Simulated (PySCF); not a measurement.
A survey of $^{15}$N NMR shifts

[PySCF 2.14: PBE0/pcSseg-1 with gauge-including orbitals; GFN2-xTB structure; a single conformation; one averaged value for each set of equivalent atoms; in vacuum; non-relativistic]

Shieldings were converted by a linear fit to measured shifts: $^{15}$N: δ = -148.07 − 0.921σ (rms 6.3 ppm, 71 shifts vs CH3NO2, solution or neat liquid). A few per cent of atoms miss by over 2 rms, more outside the fitted compound classes.

Task: Give the $^{15}$N shifts of `C=N[Si@](Cl)(C#CC)CC#N`, `FC(F)(F)CN1CCC[SiH2]1`.

Result: 
```
                                                           compound                                       environment  δ (ppm)
[CH2:1]=[N:2][Si@:3]([Cl:4])([C:5]#[C:6][CH3:7])[CH2:8][C:9]#[N:10]                                N2: imine nitrogen     -8.8
[CH2:1]=[N:2][Si@:3]([Cl:4])([C:5]#[C:6][CH3:7])[CH2:8][C:9]#[N:10]                             N10: nitrile nitrogen   -120.3
                                              FC(F)(F)CN1CCC[SiH2]1  nitrogen bonded to 2 C, Si, in a 5-membered ring   -366.3
```

Task: Match the shifts -13.5, -340.4, -380.7 ppm to `C=N[SiH2][C@@H](C)CC(F)(F)F`, `CN(C)[SiH2]CC(F)=C(F)F`, `F[SiH2]N[C@@H]1CC[C@@H]1C(F)F`.

Result: -13.5: C=N[SiH2][C@@H](C)CC(F)(F)F (imine nitrogen); -340.4: F[SiH2]N[C@@H]1CC[C@@H]1C(F)F (nitrogen bonded to C, Si, H); -380.7: CN(C)[SiH2]CC(F)=C(F)F (nitrogen bonded to 2 C, Si).
